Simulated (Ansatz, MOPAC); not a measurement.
Species: SrF, net charge 1, singlet state. SMILES: [F][Sr+]
Coordinates optimised at B3LYP-D3(BJ)/def2-TZVP (Ansatz, a program for electronic structure):
```
Sr
F 1 2.0189
```
Charge +1, spin multiplicity 1.

Wanted: vertical electron affinity to the doublet, in eV. Set-up: open shells spin-unrestricted; LANL2DZ with its own core potentials from Na on; 6-31G* and kin with 6d, 5d where marked; each state is the SCF solution reached for its charge and spin; no spin-orbit coupling; def2 sets with scalar-relativistic core potentials past Kr. Ab initio and DFT rows: single points at B3LYP-D3(BJ) geometries (Ansatz). Semi-empirical rows: differences of heats of formation at the shared geometry for vertical values. The spin state of an ion or metal species was assumed, not searched.

| species | coefficient | E at B3LYP/6-31G* with LANL2DZ past Ar (Ansatz), Eh | E at wB97M-V/def2-TZVPD (Ansatz), Eh | heat of formation at PM6 (MOPAC), kcal/mol |
|---|---|---|---|---|
| charge 0, doublet | -1 | -130.27152 | -130.56404 | -68.26 |
| charge 1, singlet | +1 | -130.05756 | -130.37088 | 68.42 |

 1 Eh = 27.2114 eV and 1 eV = 23.0605 kcal/mol.

Compute it at each level from the table.


- B3LYP/6-31G* with LANL2DZ past Ar: the sum of coefficient times E is 0.21396 Eh, or 5.822 eV. Result: 5.82 eV.
- wB97M-V/def2-TZVPD: the sum of coefficient times E is 0.19316 Eh, or 5.256 eV. Result: 5.26 eV.
- PM6: the sum of coefficient times heat of formation is 136.68 kcal/mol, or 5.93 eV.
